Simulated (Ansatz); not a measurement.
SnF₄, relaxed as a singlet with RKS r2SCAN-D4/def2-SVP in Ansatz, starting from the GFN2-xTB geometry. Force threshold 0.02 eV/Å.

In the def2 sets Sn takes a core potential; there is no spin–orbit coupling.

Start:

```xyz
5

Sn    0.000    0.000    0.000
F    -0.857   -1.473    0.875
F     1.677    0.361    0.851
F    -1.119    1.550    0.114
F     0.299   -0.438   -1.840
```

**Question.** Estimate the energy that the relaxation releases and the steps that it takes.

**Answer.** 0.00 eV, in 2 steps; 8.5 s on 4 threads of Intel Xeon on a shared host. No frequencies were taken in this run, so the end may be a saddle point.

**Question.** Does the start keep its bonding and symmetry?

**Answer.** By distances, no bond broke or formed. The bond that changes most is Sn1–F5, from 1.92 to 1.91 Å (atoms count from 1). Point group Td at the start, Td at the end, both within 0.05 Å.

**Question.** Predict the relaxed structure.

**Answer.** 
Cartesian coordinates in Å:
```
Sn 0.000 0.000 0.000
F -0.854 -1.467 0.871
F 1.671 0.359 0.848
F -1.115 1.544 0.114
F 0.298 -0.436 -1.833
```
Bond lengths: 4 × F–Sn 1.91 Å.
